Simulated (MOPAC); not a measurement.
MOPAC input (AM1):

```
AM1 FORCE THERMO(298,298) PRECISE LET GEO-OK AUX(PRECISION=9) THREADS=1
CH3Li

Li   -1.07890018 1   -0.62907883 1   -0.90882429 1
C     0.27672047 1    0.16134848 1    0.23309866 1
H     0.82994242 1   -0.64144293 1    0.75909097 1
H    -0.20791085 1    0.82443255 1    0.97650254 1
H     0.98129108 1    0.75186670 1   -0.38501542 1
```

Output:

```
 *******************************************************************************
 **                                                                           **
 **                              MOPAC v23.2.5                                **
 **                                                                           **
 *******************************************************************************
 ** MOPAC's Digital Object Identifier: https://doi.org/10.5281/zenodo.6511958 **
 **                                                                           **
 ** Please cite the open-source release paper for use of this MOPAC version:  **
 ** J. E. Moussa and J. J. P. Stewart (2026)                                  **
 ** MOPAC: An open-source semiempirical molecular orbital program             **
 ** J. Open Source Softw., 11(119), 8025, https://doi.org/10.21105/joss.08025 **
 *******************************************************************************

                              AM1 CALCULATION RESULTS

 *******************************************************************************
 *  AM1        - The AM1 Hamiltonian to be used
 *  GEO-OK     - OVERRIDE INTERATOMIC DISTANCE AND OTHER SAFETY CHECKS
 *  LET        - OVERRIDE SOME SAFETY CHECKS
 *  PRECISE    - TIGHTER CRITERIA TO BE USED
 *  FORCE      - FORCE CALCULATION SPECIFIED
 *  AUX        - OUTPUT AUXILIARY INFORMATION
 *  THERMO     - THERMODYNAMIC QUANTITIES TO BE CALCULATED
 *******************************************************************************
AM1 FORCE THERMO(298,298) PRECISE LET GEO-OK AUX(PRECISION=9) THREADS=1
 CH3Li

   ATOM   CHEMICAL          X               Y               Z
  NUMBER   SYMBOL      (ANGSTROMS)     (ANGSTROMS)     (ANGSTROMS)

     1      Li         -1.07890018  *  -0.62907883  *  -0.90882429  *
     2       C          0.27672047  *   0.16134848  *   0.23309866  *
     3       H          0.82994242  *  -0.64144293  *   0.75909097  *
     4       H         -0.20791085  *   0.82443255  *   0.97650254  *
     5       H          0.98129108  *   0.75186670  *  -0.38501542  *

          CARTESIAN COORDINATES

    NO.       ATOM           X           Y           Z

     1        Li         -1.0789     -0.6291     -0.9088
     2         C          0.2767      0.1613      0.2331
     3         H          0.8299     -0.6414      0.7591
     4         H         -0.2079      0.8244      0.9765
     5         H          0.9813      0.7519     -0.3850

  H: (AM1): M.J.S. DEWAR ET AL, J. AM. CHEM. SOC. 107 3902-3909 (1985)
 Li: (AM1): J. J. P. STEWART, J. MOL. MOD., 10, 155-164 (2004)
  C: (AM1): M.J.S. DEWAR ET AL, J. AM. CHEM. SOC. 107 3902-3909 (1985)

           Empirical Formula: C H3 Li  =     5 atoms

      MOLECULAR POINT GROUP   :   C3v

      RHF CALCULATION, NO. OF DOUBLY OCCUPIED LEVELS = 4

          HEAT OF FORMATION =      25.206816 KCALS/MOLE

          CARTESIAN COORDINATE DERIVATIVES

[...]
 TRANSITION DIPOLE   0.9325         C 2 -- H 4         +29.0% (106.8%)      6.2%
 TRAVEL (Ang.)       0.5300         C 2 -- H 3         +21.3% ( 91.5%)      1.4%
 REDUCED MASS        0.5052         Li1 -- C 2         +13.0% ( 71.6%)      0.0%
 EFFECTIVE MASS      4.8718
 FORCE CONSTANT      0.0672

 VIBRATION          3    1A1         ATOM PAIR     ENERGY CONTRIBUTION    RADIAL
 FREQUENCY           762.80         Li1 -- C 2         +66.5% (102.3%)    100.0%
 TRANSITION DIPOLE   1.5016         C 2 -- H 4         +11.2% ( 41.9%)     14.1%
 TRAVEL (Ang.)       0.1509         C 2 -- H 3         +11.2% ( 41.9%)     14.1%
 REDUCED MASS        3.8821         C 2 -- H 5         +11.2% ( 41.9%)     14.1%
 EFFECTIVE MASS      8.4458
 FORCE CONSTANT      1.3309

 VIBRATION          4    2A1         ATOM PAIR     ENERGY CONTRIBUTION    RADIAL
 FREQUENCY          1212.52         C 2 -- H 5         +30.1% ( 53.2%)      2.5%
 TRANSITION DIPOLE   0.4979         C 2 -- H 3         +30.1% ( 53.2%)      2.5%
 TRAVEL (Ang.)       0.2786         C 2 -- H 4         +30.1% ( 53.2%)      2.5%
 REDUCED MASS        0.7164         Li1 -- C 2          +9.6% ( 30.0%)    100.0%
 EFFECTIVE MASS      2.5590
 FORCE CONSTANT      0.6206

 VIBRATION          6    2E          ATOM PAIR     ENERGY CONTRIBUTION    RADIAL
 FREQUENCY          1412.99         C 2 -- H 5         +53.1% ( 62.0%)      0.3%
 TRANSITION DIPOLE   0.0091         C 2 -- H 4         +30.2% ( 46.7%)      5.3%
 TRAVEL (Ang.)       0.3293         C 2 -- H 3         +11.6% ( 29.0%)     30.2%
 REDUCED MASS        0.4402         Li1 -- C 2          +5.0% ( 19.1%)      0.0%
 EFFECTIVE MASS      1.5902
 FORCE CONSTANT      0.5178

 VIBRATION          8    3E          ATOM PAIR     ENERGY CONTRIBUTION    RADIAL
 FREQUENCY          3085.05         C 2 -- H 5         +60.3% ( 79.8%)     98.8%
 TRANSITION DIPOLE   0.3511         C 2 -- H 4         +34.4% ( 60.3%)     94.4%
 TRAVEL (Ang.)       0.2073         C 2 -- H 3          +4.5% ( 21.7%)     51.8%
 REDUCED MASS        0.5085         Li1 -- C 2          +0.9% (  9.5%)      0.0%
 EFFECTIVE MASS      1.4906
 FORCE CONSTANT      2.8514

 VIBRATION          9    3A1         ATOM PAIR     ENERGY CONTRIBUTION    RADIAL
 FREQUENCY          3163.32         C 2 -- H 5         +33.3% ( 55.4%)     98.3%
 TRANSITION DIPOLE   0.0594         C 2 -- H 4         +33.3% ( 55.4%)     98.3%
 TRAVEL (Ang.)       0.2548         C 2 -- H 3         +33.3% ( 55.4%)     98.3%
 REDUCED MASS        0.3283
 EFFECTIVE MASS      1.0937
 FORCE CONSTANT      1.9354

      SYMMETRY NUMBER FOR POINT-GROUP C3v =  3

          SYSTEM IS A GROUND STATE

 CH3Li

          MOLECULE IS NOT LINEAR

          THERE ARE  9 GENUINE VIBRATIONS IN THIS SYSTEM
          THIS THERMODYNAMICS CALCULATION IS LIMITED TO
          MOLECULES WHICH HAVE NO INTERNAL ROTATIONS

                    CALCULATED THERMODYNAMIC PROPERTIES
                                          *
   TEMP. (K)   PARTITION FUNCTION   H.O.F.    ENTHALPY  HEAT CAPACITY ENTROPY
                                   KCAL/MOL   CAL/MOLE    CAL/K/MOL  CAL/K/MOL

 298.00  VIB.     0.1275D+01                   379.8899     3.7217     1.7581
         ROT.     0.9824D+03                   888.2803     2.9808    16.6726
         INT.     0.1253D+04                  1268.1702     6.7025    18.4307
         TRA.     0.9959D+26                  1480.4672     4.9680    35.1990
         TOT.                       25.207    2748.6374    11.6706    53.6297

   *: NOTE: HEATS OF FORMATION ARE RELATIVE TO THE
            ELEMENTS IN THEIR STANDARD STATE AT 298K
              (=  Standard Enthalpy of Formation).

            Hvib:  Zero-point energy is not included.
                   frequencies of less than zero cm-1 are not included.
            Hrot = (3/2)RT
            Htra = (3/2)RT + pV = (5/2)RT

            Heat capacity is Cp, not Cv

          For more information, see: HTTP://OpenMOPAC.net/Manual/thermochemistry.html

           FORCE CONSTANT IN CARTESIAN COORDINATES (Millidynes/A)

    ATOM   CHEMICAL       X               Y               Z
   NUMBER   SYMBOL  FORCE CONSTANT  FORCE CONSTANT  FORCE CONSTANT

      1      Li        1.636780        0.060428        0.060428
      2       C        4.234916        7.044114        7.044114
      3       H        0.879286        4.890929        0.666943
      4       H        0.879286        1.722940        3.834933
      5       H        0.879286        1.722940        3.834932

 **********************
 *                    *
 * JOB ENDED NORMALLY *
 *                    *
 **********************

 == MOPAC DONE ==
```
